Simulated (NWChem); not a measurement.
Molecule: MnBrF, sextet; SMILES [Br][Mn][F]

This build's default masses of Se (78.918 u) and Br (79.917 u) are each other's, which moves their modes by up to 0.6 %. This spin state was assumed; another may lie lower.

Question: Give the equilibrium geometry at PBE-D3(BJ)/def2-SVP, spin-unrestricted (NWChem) as a Z-matrix, with the point group.

Answer: point group C*v; any orientation.
```
Mn
F 1 1.7703
Br 1 2.3186 2 179.99
```
